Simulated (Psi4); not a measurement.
A dimer, BeF2 ··· C2H4 (SMILES [F][Be][F] and C=C); the first 3 atoms form monomer A.

```
9

Be     0.0000     0.0000     0.0000
F      1.2478    -0.1700    -0.5651
F     -1.2478     0.1700     0.5651
C      1.1645     0.7154     2.3564
C      1.0278    -0.5988     2.4507
H      0.3905     1.3943     2.6934
H      2.0560     1.1670     1.9383
H      1.8018    -1.2777     2.1137
H      0.1363    -1.0504     2.8688
```

**Question.** What interaction energy does SAPT0/jun-cc-pVDZ, frozen core in Psi4 give, and which attractive term is the largest?

**Answer.** Total -12.81 kJ/mol: electrostatics -44.60, exchange 57.86, induction -14.73, dispersion -11.35. The most attractive term is electrostatics.
